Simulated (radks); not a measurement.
Task: Successive ionisation energies (eV) of one element, from differences of total energies of ions in their ground configurations, starting at charge 29: 1107.9, 1916.7, 2008.1, 2101.0, 2195.4, 2291.3, 2388.7. Method: Dirac Kohn-Sham, PBE, spin-unpolarised, spherical densities, point nucleus; open shells are shared between the two j in proportion to 2j + 1; computed with a radial shooting solver on a logarithmic mesh with Libxc functionals. Which element is it?

Result: Cerium (Z = 58). The first species listed is Ce29+ in [Ar] 3d10 4s1, the last Ce35+ in [Ar] 3d5.
